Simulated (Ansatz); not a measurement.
Two structures of SnH$_{6}$F$_{2}$, closed shell, reached by relaxing down either side of one saddle point (PBE0-D4/def2-TZVP). Energies are electronic, without zero-point energy. Program: Ansatz 0.2.0. Basis: def2-TZVPP and def2-QZVPP. Cores are frozen in the correlated methods. Filled d shells of the heavier atoms are correlated. Core potentials replace the inner electrons of the atoms past krypton. The def2 sets are not built for correlating such inner shells, so the correlated values are less sure here. Extrapolation: Hartree–Fock as exp(−7.88 √X), correlation as X^−2.97. First:

```xyz
9
angstrom
Sn -0.3581 -0.1640 -1.3663
H 0.5122 -1.1291 -0.2231
H -0.3641 -1.1047 -2.7884
H -1.9347 0.0584 -0.7882
H 0.4943 1.2800 -1.6056
H 0.1529 0.9441 1.9124
F -0.3055 1.5845 1.4109
H 0.8502 -0.8998 1.2871
F 0.9528 -0.5694 2.1613
```

Second:

```
9
angstrom
Sn -0.7965 0.8189 -1.2364
H 1.5166 -2.7128 0.5262
H -0.0396 -0.6960 -1.2620
H -2.4903 0.7828 -1.3223
H -0.0644 2.0098 -2.1973
H 0.2714 0.5594 1.7052
F -0.4663 1.4667 0.5803
H 1.3645 -2.1380 0.9801
F 0.7046 -0.0908 2.2262
```

Task: Which bonds change from the first to the second?

Result: SnH₄ + HF + HF → SnH₃F ([F][SnH3]) + HF + H₂; bonds formed: Sn1–F7, H2–H8, H6–F9; bonds broken: Sn1–H2, H6–F7, H8–F9.

Task: Give the saddle point's structure and its height above each. (Judge from chemistry; the value comes from the calculation.)

Result: Computed: 27.75 kcal/mol above the first and 37.04 kcal/mol above the second (CCSD(T) at an estimated basis limit (MP2 extrapolated from triple and quadruple zeta, plus CCSD(T) − MP2 in triple zeta)).
```
9
angstrom
Sn -0.4205 0.1533 -1.0677
H 0.5768 -1.1274 0.0493
H -0.1291 -1.1506 -2.1605
H -2.0853 0.2258 -0.7684
H 0.4599 1.4951 -1.6071
H 0.2938 0.4934 1.6577
F -0.2702 1.1669 0.9076
H 0.7257 -0.8877 0.8972
F 0.8491 -0.3686 2.0919
```

T1 diagnostic: at most 0.014. The end structure is not quite a true minimum (one mode of 27i cm⁻¹).

Labels in which every atom is bracketed show which atoms are joined, not bond orders.

For scale, one of the runs: CCSD(T)/def2-TZVPP, 196 basis functions (an equivalent command: `ansatz run in.yaml --threads 4`). Hardware: 4 CPU threads, shared host. Wall time 76 s; peak host memory 2.7 GiB.
